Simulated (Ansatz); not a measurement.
Sn₄O₄, relaxed as a singlet with RKS PBE-D4/def2-SVP in Ansatz, starting from the GFN2-xTB geometry. Force threshold 0.02 eV/Å.

In the def2 sets Sn takes a core potential; there is no spin–orbit coupling. The structure comes from a short search, and lower isomers may exist.

Start:

```xyz
8

Sn   -0.939    1.490   -1.096
Sn    1.261    0.733    1.852
Sn    1.019   -1.167   -1.379
Sn   -1.361   -1.114    1.047
O     0.964    0.883   -1.617
O     0.976   -1.095    0.958
O    -0.647    1.111    1.189
O    -1.274   -0.840   -0.954
```

Estimate the energy that the relaxation releases and the steps that it takes.

109.4 kJ/mol, in 7 steps; 17 s on 4 threads of Arm Neoverse V1 on a shared host. No frequencies were taken in this run, so the end may be a saddle point.

Does the start keep its bonding and symmetry?

Bonds formed: Sn2–O5 (atoms count from 1). The end is the same structure that another start reached, the lowest one found. Point group Cs at the start, Td at the end, both within 0.05 Å.

Predict the relaxed structure.


```xyz
8

Sn   -1.0080    1.4214   -1.0212
Sn    1.3627    0.8762    1.2061
Sn    0.9414   -1.2240   -1.3018
Sn   -1.2961   -1.0736    1.1170
O     1.1135    0.9223   -0.9596
O     0.8660   -1.2211    0.8772
O    -0.8088    1.0516    1.1183
O    -1.1708   -0.7528   -1.0360
```
Bond lengths (bridged metal pairs left out): 12 × O–Sn 2.18 Å.
